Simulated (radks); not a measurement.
Species: Os XXXII. Configuration: [Kr] 4d9 (the NIST ground configuration). All-electron calculation, scalar-relativistic Kohn-Sham, LDA (Slater exchange, VWN5 correlation), spin-polarised, spherical densities, finite nucleus; open shells are filled with parallel spins first (spin-orbit coupling, left out, can overturn this in heavy ions); Fermi nuclear charge, rms radius 5.4126 fm. Program: a radial shooting solver on a logarithmic mesh with Libxc functionals.

Normalised radial functions P(r) = r R(r), r in bohr:

r          3d down    4p up
0.0007472   0.0000   0.0034
0.00108     0.0001   0.0063
0.001547    0.0001   0.0115
0.002236    0.0004   0.0211
0.003205    0.0010   0.0382
0.00463     0.0026   0.0694
0.006637    0.0068   0.1224
0.009513    0.0177   0.2098
0.01374     0.0459   0.3470
0.0197      0.1124   0.5267
0.02846     0.2654   0.7113
0.0408      0.5680   0.7671
0.05895     1.1013   0.4893
0.08449     1.7990  -0.2127
0.1221      2.3840  -0.9909
0.175       2.3452  -0.9011
0.2528      1.5377   0.4704
0.3624      0.5916   1.7375
0.5236      0.1037   1.4487
0.7504      0.0066   0.4688
1.084       0.0001   0.0461

3d down: eigenvalue -3117.5 eV, 0 radial nodes, <r> = 0.175 bohr, 90 % of the charge inside 0.271 bohr. 4p up: eigenvalue -1506.4 eV, 2 radial nodes at r = 0.0770, 0.228 bohr, <r> = 0.421 bohr, 90 % of the charge inside 0.603 bohr.
